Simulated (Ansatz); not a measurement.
Ge(H)2(Cl)(OMe) (CH5ClGeO), SMILES [Cl][GeH2][O]C.

The structure is a stationary point at PBE-D3(BJ)/def2-SVP. This is a generated structure with no PubChem entry under its InChIKey; it may be hypothetical. One conformer was computed; it need not be the lowest.

Two levels are set side by side: PBE/def2-SVPD (Ansatz, a first-principles code) and CAM-B3LYP/def2-SVPD (Ansatz). Energy differences of separate SCF runs at the same geometry; the states with an electron removed or added have multiplicity 2 and 2. Differences are taken from unrounded values.

```tsv
quantity	CAM-B3LYP
vertical ionisation energy (eV)	10.63
vertical singlet–triplet gap (eV)	6.62
```

Task: What does PBE give, and how far is it from CAM-B3LYP? (An estimate is asked for; the answer gives what the named calculation found.)

Result: 
```
quantity                             PBE  PBE minus CAM-B3LYP
---------------------------------  -----  -------------------
vertical ionisation energy (eV)    10.02                -0.60
vertical singlet–triplet gap (eV)   5.75                -0.88
```
